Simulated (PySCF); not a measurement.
HISn, neutral, multiplicity 1. Atoms are numbered in the order given.

```xyz
3

Sn     0.0363    -1.4045     0.0000
H     -1.7433    -1.5175     0.0000
I     -0.0013     1.3536     0.0000
```
Charge 0, spin multiplicity 1.

Coordinates come from a B3LYP-D3(BJ)/def2-TZVP optimisation. The def2 effective core potentials stand for the cores of I, Sn; spin–orbit coupling is left out.

Method: PBE0/def2-TZVPD run with PySCF.

Isolated molecule, no solvent.

Computed frontier levels, gap, dipole moment and polarisability:
The highest occupied level is -6.80 eV. The lowest empty level is -3.21 eV. The orbital gap is 3.59 eV, the dipole moment is 2.55 D and the quadrupole, principal values (traceless, Buckingham form, about the centre of nuclear charge) is -5.96, 2.42, 3.53 D·Å. The mean static polarisability comes out as 85.6 bohr³ (12.69 Å³). The polarisability, principal values is 63.6, 75.3, 118.0 bohr³.
